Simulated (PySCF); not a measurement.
C₃H₁₂OSi₂.
SMILES: `C[Si](C)(C)O[SiH3]`

Torsions of this conformer, `[CH3:1][Si:2]([CH3:3])([CH3:4])[O:5][SiH3:6]`: C1–Si2–O5–Si6 -66°.

The closed-shell ground state was solved at several levels (PySCF, density fitting, gas phase, non-relativistic). Isolated species at its PBE0-D3(BJ)/def2-SVP geometry, gas phase.

| level | basis functions | HOMO (eV) | LUMO (eV) | gap (eV) | dipole (D) |
| --- | --- | --- | --- | --- | --- |
| PBE0/def2-SVPD | 227 | -8.10 | 0.17 | 8.27 | 1.09 |
| PBE0/pcSseg-1 | 176 | -8.12 | 0.46 | 8.58 | 1.02 |

Problem. Estimate the row for KT2/pcSseg-1, a basis of 176 functions; the other rows only guide the guess.

Solution. HOMO -6.81 eV, LUMO -0.57 eV, gap 6.24 eV, dipole 1.01 D.

Problem. Over all these levels, which gives the widest orbital gap and which the narrowest?

Solution. PBE0/pcSseg-1 (global hybrid, 25 % exact exchange) has the widest, 8.58 eV, and KT2/pcSseg-1 (GGA) the narrowest, 6.24 eV. The two share the basis. From the narrowest to the widest the HOMO moves by -1.31 eV and the LUMO by +1.03 eV.

Problem. How far do the dipole and the HOMO energy spread over the levels?

Solution. The dipole runs from 1.01 to 1.09 D (mean 1.04 D) and the HOMO from -8.12 to -6.81 eV.
